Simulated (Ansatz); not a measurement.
A made-up structure of Al₂H₃OF, singlet:

F1  (0.072, -0.014, -0.045)
Al2  (-1.086, -0.041, -1.247)
O3  (-2.636, 0.370, -0.872)
Al4  (1.149, 0.031, 1.250)
H5  (-0.761, -0.443, -2.725)
H6  (1.219, -1.226, 2.205)
H7  (2.043, 1.322, 1.433)
(Å)

It is relaxed with PBE-D4/def2-SVP and then PBE0-D4/def2-TZVP (Ansatz 0.2.0). Atoms count as bonded within 1.22 times the sum of their covalent radii (H–H: 0.88 Å). The end point is not checked to be a true minimum.

(1) Does its bonding change? (Judge from chemistry; the calculation decides.)

Answers

(1) Computed: Yes. Formed: O3–Al4; broken: F1–Al4.

Where it ends: The first stage lowers the energy by 3.96 eV in 18 steps. It ends as Al₂H₃OF ([F][AlH][O][AlH2]):
```
atom    x (Å)    y (Å)    z (Å)
  F1   0.9510  -0.9062  -2.4783
 Al2  -0.3109  -0.3288  -1.5910
  O3  -0.0719   0.0255   0.0228
 Al4   0.2766   0.3506   1.6388
  H5  -1.6916  -0.1351  -2.3032
  H6   0.0652  -0.8065   2.6950
  H7   0.7816   1.8004   2.0159
```

Labels in which every atom is bracketed show which atoms are joined, not bond orders.

For scale, one of the runs: PBE0-D4/def2-TZVP relaxation, 154 basis functions, launched by `ansatz run in.yaml --threads 2 --pin off --events-out ev --progress --plain --max-ram 4352MiB`. The run took about 55 s on 2 CPU threads of an Arm Neoverse V2 (shared host).
